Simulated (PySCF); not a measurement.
In(H)(Cl)(OMe) (CH₄ClInO), SMILES C[O][InH][Cl]. Geometry optimised at PBE0-D3(BJ)/def2-SVP. The structure was generated by enumeration; whether it is a known compound was not checked. The def2 effective core potentials stand for the cores of In; spin–orbit coupling is left out. Other conformers were not sampled.

Problem. Give the equilibrium geometry at PBE0-D3(BJ)/def2-SVP (PySCF confirms it by a frequency run) as Cartesian coordinates in Å, and its point group. (The exact figures need the calculation; the answer reports its results.)

Solution. Several could match; the one computed here: point group Cs.
```xyz
8

In    -0.4345     0.0477     0.0000
H     -2.1344    -0.1120     0.0000
Cl     0.6922     2.0977     0.0000
O      0.8802    -1.4410     0.0000
C      0.5410    -2.7939     0.0000
H      0.9602    -3.3003    -0.8899
H      0.9602    -3.3003     0.8899
H     -0.5500    -2.9967     0.0000
```
Charge 0, spin multiplicity 1.
